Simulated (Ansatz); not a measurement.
BCl, singlet, geometry from GFN2-xTB; R2SCAN/def2-TZVPP run with Ansatz (an electronic-structure program).

Here is a job for Ansatz.
Ansatz 0.2 input:
```yaml
crystal:
  periodic: [false, false, false]
  atoms:
    - {symbol: B, position_ang: [-0.00000000, -0.00000000, -1.22002676]}
    - {symbol: Cl, position_ang: [0.00000000, 0.00000000, 0.35883140]}
basis:
  gaussian:
    orbitals: def2-TZVPP
hamiltonian:
  xc: r2scan
```

What the program printed (banner, timings and long lists left out):

```
Functional definition: r2SCAN
463 factors; their error is unknown
mean field evaluation 1: about -13194.3309 eV, gradient 2.3e1 eV
mean field evaluation 2: about -13192.1855 eV, gradient 3.7e1 eV
mean field evaluation 4: about -13195.8834 eV, gradient 7.2e-1 eV
mean field evaluation 8: about -13195.8781 eV, gradient 6.3e-3 eV
mean field -13195.87813941 eV, -484.9395771359 hartree, gradient 1.7e-5 eV, S^2 0.000000; 0 other end points of the search recorded, 0 dependent functions left out
reference -13195.87814771 eV, -484.9395774409 hartree; 11, 11 occupied and 62, 62 virtual orbitals, 463 factors
Total energy: -13195.87814771 eV, -484.9395774409 hartree
```
